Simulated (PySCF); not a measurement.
H₃S, SMILES [SH3+], charge +1. Geometry optimised at B3LYP-D3(BJ)/def2-TZVPD. The isomer is the one that the SMILES or the coordinates give; other isomers of the formula were not compared.

TDA-B3LYP/def2-TZVPD run with PySCF puts the lowest singlet excitations at 9.49, 9.49, 10.27, 11.43, 12.33, 12.33 eV and the lowest triplet (TDA) at 7.77 eV.

Problem. What are the lowest singlet roots from EOM-CCSD/aug-cc-pVDZ in PySCF? (Estimate from the structure and the level; the computed values follow.)

Solution. 10.00, 10.00, 10.66, 12.28, 13.16, 13.16 eV; triplets 8.34, 8.34, 9.82 eV. S1 differs by 0.52 eV (second minus first; roots are paired by order, and the bases may differ).
